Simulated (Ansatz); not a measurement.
`C[O][SnH]([F])[Cl]` + HCl → `[F][SnH]([Cl])[Cl]` + CH₃OH at 400 K and 1 bar (ligand exchange at the Sn–O bond).

Program: Ansatz. Geometries: PBE0-D4/def2-TZVP. ΔE: electronic, gas phase. CBS: MP2 limit from def2 TZ/QZ plus the TZ coupled-cluster correction, frozen cores. This one scheme is used for every species. Elements past krypton have def2 core potentials. For Sn outer-core shells are correlated without core-valence functions, which leaves a few kJ/mol of doubt a bond. One conformer a species, not always the lowest.

| species | CCSD(T)/CBS energy (Eh) | H − E (kJ/mol) | S (J/(mol·K)) |
| --- | --- | --- | --- |
| `C[O][SnH]([F])[Cl]` | -889.30712 | 171.0 | 417.1 |
| HCl | -460.38127 | 29.6 | 195.4 |
| `[F][SnH]([Cl])[Cl]` | -1234.09211 | 56.6 | 369.2 |
| CH₃OH | -115.61712 | 151.2 | 252.6 |

H − E and S are ideal-gas, rigid-rotor, harmonic terms from PBE0-D4/def2-TZVP, for one conformer and one mirror image of each species. 1 Eh = 2625.50 kJ/mol, R = 8.31446 J/(mol·K).

Q: By hand: ΔE, ΔH, ΔS and ΔG.

A: ΔE = (-1234.09211) + (-115.61712) − (-889.30712) − (-460.38127) = -0.02084 Eh = -54.7 kJ/mol. Δ(H − E) = 56.6 + 151.2 − 171.0 − 29.6 = 7.2, so ΔH = -47.5 kJ/mol. ΔS = 369.2 + 252.6 − 417.1 − 195.4 = 9.3 J/(mol·K). ΔG = -47.5 − 400 × (9.3)/1000 = -51.2 kJ/mol.

Q: By hand: the equilibrium constant, and the temperature at which ΔG would vanish if ΔH and ΔS stayed fixed.

A: log₁₀ K = −ΔG/(RT ln 10) = 6.7. ΔH and −TΔS have one sign here, so there is no such temperature.

The number of gas molecules stays the same, so ΔS is small and ΔH decides. A doubt of 5 kJ/mol in ΔE shifts log₁₀ K by 0.7 here. Other conformers and mirror images would add mixing entropy, several J/(mol·K) or more a flexible species. Modes under 60 cm⁻¹, often nearly free rotors, make the harmonic entropy too high. These are equilibria of isolated gas molecules and say nothing of rates. Largest T1 diagnostic: 0.014 (customary marks: 0.02 for closed shells, 0.045 for open ones).

ΔS is within the doubt of such terms, so its sign, and with it that verdict, could turn.
